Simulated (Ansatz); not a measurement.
`C[Si](N)(Cl)Br` + HCl → `C[Si](N)(Cl)Cl` + HBr at 600 K and 1 bar (ligand exchange at the Si–Br bond).

Calculated with Ansatz (gas phase, PBE0-D4/def2-TZVP geometries, no zero-point term in ΔE). CCSD(T)/CBS is the MP2 limit (def2-TZVPP, def2-QZVPP) plus CCSD(T) − MP2 in def2-TZVPP, frozen cores. This one scheme is used for every species. For Br outer-core shells are correlated without core-valence functions, which leaves a few kJ/mol of doubt a bond. Scalar relativity is left out up to krypton. Each species was taken in one conformer, which may not be the lowest.

```
         species  CCSD(T)/CBS energy (Eh)  H − E (kJ/mol)  S (J/(mol·K))
`C[Si](N)(Cl)Br`              -3418.10250           240.7          472.4
             HCl               -460.38127            35.4          207.2
`C[Si](N)(Cl)Cl`              -1304.56570           241.1          459.8
             HBr              -2573.91920            33.5          219.1
```

H − E and S are ideal-gas, rigid-rotor, harmonic terms from PBE0-D4/def2-TZVP, for one conformer and one mirror image of each species. 1 Eh = 2625.50 kJ/mol, R = 8.31446 J/(mol·K).

Task: By hand: ΔE, ΔH, ΔS and ΔG.

Result: ΔE = (-1304.56570) + (-2573.91920) − (-3418.10250) − (-460.38127) = -0.00113 Eh = -3.0 kJ/mol. Δ(H − E) = 241.1 + 33.5 − 240.7 − 35.4 = -1.5, so ΔH = -4.5 kJ/mol. ΔS = 459.8 + 219.1 − 472.4 − 207.2 = -0.7 J/(mol·K). ΔG = -4.5 − 600 × (-0.7)/1000 = -4.1 kJ/mol.

Task: By hand: the equilibrium constant, and the temperature at which ΔG would vanish if ΔH and ΔS stayed fixed.

Result: log₁₀ K = −ΔG/(RT ln 10) = 0.4. ΔG = 0 at ΔH/ΔS = 6429 K, far beyond where these terms or the molecules hold.

The number of gas molecules stays the same, so ΔS is small and ΔH decides. The sign of ΔG lies within the doubt. A doubt of 5 kJ/mol in ΔE shifts log₁₀ K by 0.4 here. Other conformers and mirror images would add mixing entropy, several J/(mol·K) or more a flexible species. These are equilibria of isolated gas molecules and say nothing of rates. Largest T1 diagnostic: 0.009 (customary marks: 0.02 for closed shells, 0.045 for open ones).
